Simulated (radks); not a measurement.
The numbers below are computed, except where a source is named.
Spherical quantum dot in the effective-mass picture: electrons in a parabolic well V = omega^2 r^2 / 2 with omega = 4.58, all in effective atomic units (hartree* = m*/eps^2 hartree, bohr* = eps/m* bohr), one dielectric constant everywhere. Level of theory: non-relativistic Kohn-Sham, r2SCAN, spin-polarised, spherical densities, generalised Kohn-Sham scheme (a radial shooting solver with Libxc functionals). Levels are named by radial order and angular momentum (1s, 1p, 1d, 2s, ...), and open shells are averaged over m.

N = 24, configuration 1s2 1p6 1d10 2s2 1f(up 4, down 0). This is the lowest configuration that the search found. Occupied and some empty levels:

level    occupation  eigenvalue (hartree*)  <r> (bohr*)
1s up             1                 31.562       0.6748
1s down           1                 31.608       0.6682
1p up             3                 34.441       0.8664
1p down           3                 34.553       0.8604
1d up             5                 37.548        1.005
1d down           5                 37.714        1.002
2s up             1                 37.921       0.8976
2s down           1                 38.057       0.9004
1f up             4                 40.873        1.118
1f down           0                 41.076        1.116
2p up             0                 41.491        1.017
2p down           0                 41.623        1.019
1g up             0                 44.387        1.215
1g down           0                 44.616        1.215
2d up             0                 45.151        1.130
2d down           0                 45.304        1.129

Energy (hartree*): total 624.556, kinetic 127.75, external 251.09, Hartree 271.03, exchange-correlation -25.319.
